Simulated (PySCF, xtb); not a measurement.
CaCl, SMILES [Cl][Ca], multiplicity 2.

Harmonic wavenumbers (cm⁻¹) from GFN2-xTB run with xtb at its own minimum, in rising order: 271.

Problem. What does PBE-D3(BJ)/def2-TZVPD (PySCF) give at its own minimum? (An estimate is asked for; the answer gives what the named calculation found.)

Solution. 365. Paired by order, the mean absolute difference is 94 cm⁻¹ and the zero-point energies are 0.4 and 0.5 kcal/mol.
